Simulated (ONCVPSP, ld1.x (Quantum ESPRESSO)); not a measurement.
## Pseudopotentials across the periodic table

Generated with ld1.x 7.5 (TM, RRKJ, ultrasoft, PAW), atompaw 4.2 or ONCVPSP 4.0.1. The cutoff is in Ry: for ld1.x and atompaw files where the sum of valence levels is converged to 10 mRy in a Bessel basis, for ONCV files where the hardest occupied wave has 1 mHa per electron of residual kinetic energy. The error is the largest all-electron minus pseudo excitation energy over each file’s own four to seven test configurations (ionisations up to +4, promotions, holes and added fractions of an electron), all of which were solved. The labels leave out finer settings (local radius, basis sizes, second energies), which also bear on the numbers. Spin-polarised tests are not counted. The rows are a selection from randomly drawn settings: files with unsolved tests, undetermined cutoffs or missed reference levels are left out.

A true bound ghost makes a file unfit for plane-wave use even where its test errors are small: the radial tests pick states by their node count and pass the ghost by.

| element | potential | cutoff (Ry) | largest error (meV) | bound ghosts |
| --- | --- | --- | --- | --- |
| S | ONCV, LDA (Perdew-Zunger), scalar-relativistic, rc 1.50/1.55 (sp), local smoothed, core correction no, reference 3s2 3p4, qcut 5.3/6.2, projectors 3/1 | 26 | +112 | none |
| Mn | ONCV, PBEsol, scalar-relativistic, rc 1.35/1.35/2.10/1.65 (spdf), local smoothed, core correction yes, reference 3s2 3p6 3d6 4s1, qcut 11.3/9.5/7.3/6.7, projectors 3/2/2/2 | 68 | +558 | none |
| Pt | ONCV, PBE, scalar-relativistic, rc 1.75/1.75/2.05 (spd), local smoothed, core correction yes, reference 5s2 5p6 5d8 6s2, qcut 5.4/6.7/8.5, projectors 2/1/2 | 56 | -28 | none |

(1) Fill in the row for Ir: ONCV, PBE, scalar-relativistic, rc 1.70/1.70/2.25 (spd), local smoothed, core correction yes, reference 5s2 5p6 5d7 6s1 6p1, qcut 5.6/8.3/6.1, projectors 3/3/2.

(2) Fill in the row for Tb: ONCV, PBE, scalar-relativistic, rc 2.15/2.30/2.85 (spd), local smoothed, core correction yes, reference 5s2 5p6 5d1, qcut 7.4/6.2/5.2, projectors 3/1/2.

(3) Fill in the row for Ge: RRKJ, PBE, non-relativistic, rc 1.40/1.65/0.80 (spd), local s, core correction yes, reference 3d10 4s2 4p1.5.

Answers

(1) cutoff 38 Ry, largest error -12 meV, bound ghosts: none.

(2) cutoff 36 Ry, largest error -93 meV, bound ghosts: s.

(3) cutoff 300 Ry, largest error -1060 meV, bound ghosts: p.
